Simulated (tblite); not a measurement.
Species: C₆H₉Si₂ (doublet state).
Atom-mapped SMILES: `[CH3:1][C@@H:2]([SiH2:3])[C:4]#[C:5][C:6]#[C:7][SiH3:8]` (hydrogens: H9, H10, H11 on C1; H12 on C2; H13, H14 on Si3; H15, H16, H17 on Si8)

Structure optimised with GFN2-xTB, isolated species. This method treats the open shell by occupation alone, without spin polarisation.

What internal coordinates does the optimisation give?

| bond | length (Å) | order |
| --- | --- | --- |
| C1–C2 | 1.530 | single |
| C2–Si3 | 1.924 | single |
| C2–C4 | 1.436 | single |
| C4≡C5 | 1.212 | triple |
| C5–C6 | 1.353 | single |
| C6≡C7 | 1.216 | triple |
| C7–Si8 | 1.836 | single |
| C1–H9, C1–H10, C1–H11 | 1.089 | single |
| C2–H12 | 1.096 | single |
| Si3–H13, Si3–H14 | 1.458 | single |
| Si8–H15, Si8–H16, Si8–H17 | 1.467 | single |

Bonds in one row agree within 0.01 Å and their mean is given. Orders are formal, as drawn. A selection of angles:
| angle | degrees |
| --- | --- |
| C1–C2–Si3 | 112.6 |
| C1–C2–C4 | 111.2 |
| Si3–C2–C4 | 105.3 |
| C2–C4–C5 | 176.1 |
| C4–C5–C6 | 177.6 |
| C5–C6–C7 | 179.7 |
| C6–C7–Si8 | 178.8 |

The 2 C–Si bonds span 1.836 Å (C7–Si8, drawn single) to 1.924 Å (C2–Si3, drawn single), a spread of 0.088 Å. Si8 (silicon bonded to C and 3 H) is tetrahedral (angles from 108.2° to 110.5°). Si3 (silicon bonded to C and 2 H) is pyramidal (angles 114.0°, 111.8° and 111.6°, sum 337.4°, 0.44 Å off the plane of its three neighbours). The C–C distances run from 1.212 Å (C4≡C5, drawn triple) to 1.530 Å (C1–C2, drawn single), a spread of 0.318 Å.

Point group: C1 (no symmetry element, even within 0.4 Å). GFN2-xTB frequencies show an imaginary mode (31i cm⁻¹), so the point is no minimum at that level. Torsions: C1–C2–Si3–H 54° and -178°. 2 starts were optimised and ended at 0.00 and 1.31 kcal/mol (GFN2-xTB); the lowest of these is shown.

Time: 0.4 s. Hardware: Arm Neoverse V1, one thread, shared host with 32 logical CPUs at a one-minute load of 14. These figures are those of the optimisation.

One conformer stands for the species.

All values are computed, not measured.
